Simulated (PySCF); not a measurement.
## Working out the ionisation energy of S+

S+ [Ne] 3s2 3p3 (4S) → S(2+) [Ne] 3s2 3p2 (3P). Computed with PySCF 2.14 in cc-pV(D+d)Z (4s3p2d, 23 functions), with no relativity, point nucleus. Frozen: [Ne]. Energies in hartree (1 hartree = 27.21139 eV):

```json
{"part": "UHF", "S+ (lower)": "-397.158808", "S(2+) (upper)": "-396.323044"}
{"part": "CCSD correlation", "S+ (lower)": "-0.089949", "S(2+) (upper)": "-0.077257"}
{"part": "(T)", "S+ (lower)": "-0.001084", "S(2+) (upper)": "-0.000941"}
```

Problem. What does Hartree-Fock give?

Solution. (-396.323044) − (-397.158808) = 0.835764 hartree = 22.742 eV.

Problem. What do CCSD and CCSD(T) give?

Solution. The CCSD correlation energies differ by 0.012692 hartree = 0.345 eV and the triples by 0.000143 hartree = 0.004 eV, so CCSD gives 23.087 eV and CCSD(T) 23.091 eV.

Reference: 23.338 eV (measured; NIST Atomic Spectra Database, ionization energies), between the lowest levels; spin-orbit coupling is absent from the calculation.

What remains against the reference includes basis incompleteness, the frozen core and higher excitations.
